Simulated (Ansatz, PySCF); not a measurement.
Stretching the Si2–Cl1 bond in Cl2H2Si (SMILES Cl[SiH2]Cl) (multiplicity 1 held, fragments rigid). Energies count from the point at 2.052 Å.
Geometry at that point (charge 0, multiplicity 1):
```tsv
atom	x (Å)	y (Å)	z (Å)
Cl	-1.6761	0.4337	-0.0037
Si	-0.0115	-0.7660	0.0237
Cl	1.6883	0.3828	-0.0216
H	-0.0165	-1.5412	1.2727
H	-0.0307	-1.6168	-1.1749
```

U- levels take the lowest unrestricted solution at each point, which mixes spins at long bonds. Active spaces are followed from a long bond inwards. Levels need not reach the same state.

Frozen-core correlation. Rows in 6-31G* carry no dispersion term and start afresh at each structure (6-31G* with six Cartesian d functions). MP2/6-31G* freezes PySCF's default core.

The values were computed with Ansatz (Gaussian basis) for Hartree–Fock, density functionals and correlated methods; PySCF for 6-31G* rows. Values without a source in brackets are computed.

Task: Give the energy at R = 6.567 Å at the level FIC-MRCISD on CASSCF(6,4)/cc-pV(T+d)Z.

Result: 106.7 kcal/mol

Task: What energy at R = 6.567 Å does U-CCSD(T)/cc-pV(T+d)Z give?

Result: 108.8 kcal/mol

Task: What energy at R = 6.567 Å does R-MP2/6-31G* give?

Result: 127.1 kcal/mol

Doubts at one or more of the structures used: a restricted determinant that unrestricted orbitals would lower (R-MP2/6-31G*); a spin-contaminated determinant (U-CCSD(T)/cc-pV(T+d)Z); active orbitals that take no part (FIC-MRCISD on CASSCF(6,4)/cc-pV(T+d)Z).

Ansatz is a quantum-chemistry and plane-wave program.
